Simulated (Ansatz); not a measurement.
C8H16N2O⁻ (relaxed from a model of 1-butyl-3-methylimidazolium hydroxide, whose bonding it doesn't keep). Total charge -1; doublet. Geometry PBE-D4/def2-SVP, that of the neutral singlet; atoms count from 1.

| atom | x (Å) | y (Å) | z (Å) |
| --- | --- | --- | --- |
| C1 | 1.801 | -0.586 | -3.336 |
| C2 | 1.441 | -0.917 | -1.888 |
| C3 | -0.017 | -1.359 | -1.721 |
| C4 | -0.440 | -1.667 | -0.279 |
| N5 | -0.423 | -0.510 | 0.608 |
| C6 | 0.713 | -0.034 | 1.262 |
| C7 | 0.278 | 1.101 | 2.121 |
| N8 | -1.004 | 1.428 | 1.464 |
| C9 | -1.878 | 2.431 | 2.023 |
| C10 | -1.450 | 0.340 | 0.742 |
| H11 | 1.645 | -1.457 | -4.009 |
| H12 | 2.863 | -0.278 | -3.432 |
| H13 | 1.177 | 0.247 | -3.727 |
| H14 | 2.108 | -1.724 | -1.507 |
| H15 | 1.626 | -0.042 | -1.227 |
| H16 | -0.696 | -0.577 | -2.130 |
| H17 | -0.205 | -2.275 | -2.326 |
| H18 | -1.468 | -2.084 | -0.263 |
| H19 | 0.228 | -2.435 | 0.166 |
| H20 | 1.527 | -0.729 | 1.500 |
| H21 | 0.927 | 2.009 | 2.150 |
| H22 | -2.726 | 2.619 | 1.333 |
| H23 | -1.318 | 3.380 | 2.148 |
| H24 | -2.281 | 2.143 | 3.021 |
| H25 | -2.390 | 0.289 | 0.185 |
| O26 | 0.128 | 0.810 | 3.541 |
| H27 | -0.164 | -0.124 | 3.580 |

The highest occupied level of the charge -1 doublet lies above zero (up to 2.96 eV). By energy differences it is unbound by 1.46 eV (vertical, against the charge 0 singlet, at PBE0-D4/def2-TZVP) and held by the finite basis.

(1) Estimate the Mulliken populations from the PBE0/def2-TZVP orbitals of Ansatz.

(2) Where does the spin sit?

(3) And the Mayer bond orders between heavy atoms (over 0.3)?

## Answers

(1) 
```json
{"atom": "C1", "charge (e)": "-0.34", "spin (α − β)": "-0.01"}
{"atom": "C2", "charge (e)": "-0.15", "spin (α − β)": "-0.01"}
{"atom": "C3", "charge (e)": "-0.10", "spin (α − β)": "-0.03"}
{"atom": "C4", "charge (e)": "0.04", "spin (α − β)": "-0.20"}
{"atom": "N5", "charge (e)": "0.08", "spin (α − β)": "0.12"}
{"atom": "C6", "charge (e)": "-0.48", "spin (α − β)": "0.10"}
{"atom": "C7", "charge (e)": "0.11", "spin (α − β)": "-0.06"}
{"atom": "N8", "charge (e)": "-0.03", "spin (α − β)": "0.05"}
{"atom": "C9", "charge (e)": "-0.24", "spin (α − β)": "-0.05"}
{"atom": "C10", "charge (e)": "-0.38", "spin (α − β)": "0.55"}
{"atom": "H11", "charge (e)": "0.07", "spin (α − β)": "0.02"}
{"atom": "H12", "charge (e)": "0.10", "spin (α − β)": "0.01"}
{"atom": "H13", "charge (e)": "0.10", "spin (α − β)": "0.00"}
{"atom": "H14", "charge (e)": "0.04", "spin (α − β)": "0.02"}
{"atom": "H15", "charge (e)": "0.12", "spin (α − β)": "0.00"}
{"atom": "H16", "charge (e)": "0.07", "spin (α − β)": "0.00"}
{"atom": "H17", "charge (e)": "-0.04", "spin (α − β)": "0.10"}
{"atom": "H18", "charge (e)": "-0.04", "spin (α − β)": "0.16"}
{"atom": "H19", "charge (e)": "-0.02", "spin (α − β)": "0.11"}
{"atom": "H20", "charge (e)": "0.05", "spin (α − β)": "0.02"}
{"atom": "H21", "charge (e)": "0.02", "spin (α − β)": "0.00"}
{"atom": "H22", "charge (e)": "0.09", "spin (α − β)": "0.00"}
{"atom": "H23", "charge (e)": "0.08", "spin (α − β)": "0.01"}
{"atom": "H24", "charge (e)": "0.03", "spin (α − β)": "0.08"}
{"atom": "H25", "charge (e)": "0.09", "spin (α − β)": "-0.03"}
{"atom": "O26", "charge (e)": "-0.48", "spin (α − β)": "0.00"}
{"atom": "H27", "charge (e)": "0.21", "spin (α − β)": "0.05"}
```
Mulliken values depend strongly on the basis.

(2) Summed by element: C 0.29, N 0.17, H 0.54, O 0.00, of 1 unpaired in all. Largest on single atoms: C10 0.55, C4 -0.20, H18 0.16.

(3) C1–C2 0.97 (1.53 Å); C2–C3 1.04 (1.53 Å); C3–C4 1.07 (1.53 Å); C4–N5 0.97 (1.46 Å); N5–C6 1.01 (1.39 Å); N5–C10 1.16 (1.34 Å); C6–C7 1.31 (1.49 Å); C7–N8 1.02 (1.48 Å); C7–O26 1.02 (1.46 Å); N8–C9 1.01 (1.44 Å); N8–C10 1.03 (1.38 Å).
